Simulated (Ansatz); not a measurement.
## singlet BeO: levels of theory in one basis

```yaml
atoms:
  - { symbol: Be, position_ang: [0.0000, 0.0000, 0.0000] }
  - { symbol: O, position_ang: [0.0000, 0.0000, 1.6700] }
```

Basis set: def2-SVP (spherical functions). Correlated methods keep 1 orbital frozen. Charge 0, multiplicity 1.

Computed with Ansatz (development build ahead of 0.2.0); each method stands on the lowest determinant of its kind that the runs found.

```json
{"method": "RHF", "E − E(RHF) (eV)": "0.00", "<S²> of the determinant": "0.00"}
{"method": "UHF", "E − E(RHF) (eV)": "-2.88", "<S²> of the determinant": "1.01"}
{"method": "RHF-MP2", "E − E(RHF) (eV)": "-7.49", "<S²> of the determinant": "–"}
```

Q: What does UHF-MP2 give on the same scale?

A: -7.15 eV.

Q: Is a single determinant a sound starting point here?

A: It is doubtful. Unrestricted orbitals lower Hartree–Fock by 2.88 eV and <S²> is 1.01 where a pure state has 0.00, a sign of strong static correlation.

Caution for RHF, RHF-MP2: an unrestricted determinant lies well below. Caution for UHF, UHF-MP2: the unrestricted determinant is a mixture of spin states. Caution for RHF-MP2, UHF-MP2: bonds are stretched, where a single reference can fail. Caution for RHF-MP2: other determinants can give a lower correlated total.
